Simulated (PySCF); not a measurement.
## Working with the constants of TlP

UHF-CCSD(T) constants of TlP, ³Σ⁻ (triplet), unpaired electrons π ↑↑ (PySCF, scalar-relativistic core potentials, basis sets Tl def2-SVPD with ECP60, P def2-SVPD; masses 204.9744 and 30.9738 u):

- ωe: 224.0 cm⁻¹
- ωexe: 0.705 cm⁻¹
- Be: 0.081263 cm⁻¹
- αe: 0.000364 cm⁻¹
- D (centrifugal): 4.28e-08 cm⁻¹
- De to Tl + P: 1.42 eV

Question: Give the vibrational terms G(v) and spacings up to v = 6.

Answer: G(v) = ωe(v+½) − ωexe(v+½)².

| v | G(v) (cm⁻¹) | G(v) − G(v−1) | Bv (cm⁻¹) |
| --- | --- | --- | --- |
| 0 | 111.8 |  | 0.08108 |
| 1 | 334.4 | 222.6 | 0.08072 |
| 2 | 555.6 | 221.2 | 0.08035 |
| 3 | 775.4 | 219.8 | 0.07999 |
| 4 | 993.7 | 218.4 | 0.07963 |
| 5 | 1210.7 | 216.9 | 0.07926 |
| 6 | 1426.2 | 215.5 | 0.07890 |

Question: How well does the Morse estimate ωe²/(4ωexe) reproduce De, and what is D0?

Answer: It gives 2.21 eV, 155 % of the computed De. D0 = De − G(0) = 1.42 − 0.01 = 1.41 eV.

Correlated steps freeze 9 core orbitals. Correlated levels converge slowly with the basis: in double zeta they bind strong bonds too weakly, by up to about 1 eV, and carry superposition errors of some tenths. Spin–orbit coupling is left out, which matters for elements this heavy, above all for dissociation energies. The state is the lowest determinant that a PBE0 search found; another state may lie lower at other levels.
